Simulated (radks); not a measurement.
Values are calculated unless marked as measured or tabulated.
Q: The mean radii <r> (bohr) of the occupied orbitals of an atom or ion are listed with their occupations. Level of theory: scalar-relativistic Kohn-Sham, LDA (Slater exchange, Perdew-Wang correlation), spin-polarised, spherical densities, finite nucleus; Fermi nuclear charge, rms radius of each element as measured or else 0.836 A^(1/3) + 0.57 fm (a radial shooting solver on a logarithmic mesh with Libxc functionals).

| orbital | occ. | <r> |
|---|---|---|
| 1s up | 1 | 0.04280 |
| 1s down | 1 | 0.04280 |
| 2s up | 1 | 0.1898 |
| 2s down | 1 | 0.1898 |
| 2p up | 3 | 0.1656 |
| 2p down | 3 | 0.1656 |
| 3s up | 1 | 0.5523 |
| 3s down | 1 | 0.5521 |
| 3p up | 3 | 0.5645 |
| 3p down | 3 | 0.5640 |
| 3d up | 5 | 0.5888 |
| 3d down | 5 | 0.5864 |
| 4s up | 1 | 1.544 |
| 4s down | 1 | 1.544 |
| 4p up | 2 | 1.754 |

Name the element and its charge. Open shells, if any, are filled with parallel spins first.

A: Z = 35, bromine, charge +3: Br3+ in [Ar] 3d10 4s2 4p2. The 1s radius gives Z: for a bare nucleus <r> = (2 gamma + 1)/(2Z) with gamma = sqrt(1 - (Z/c)^2), 0.04191 bohr for Z = 35, and screening makes it slightly larger (0.04280 here). The occupations add up to 32, and the charge is Z minus that.
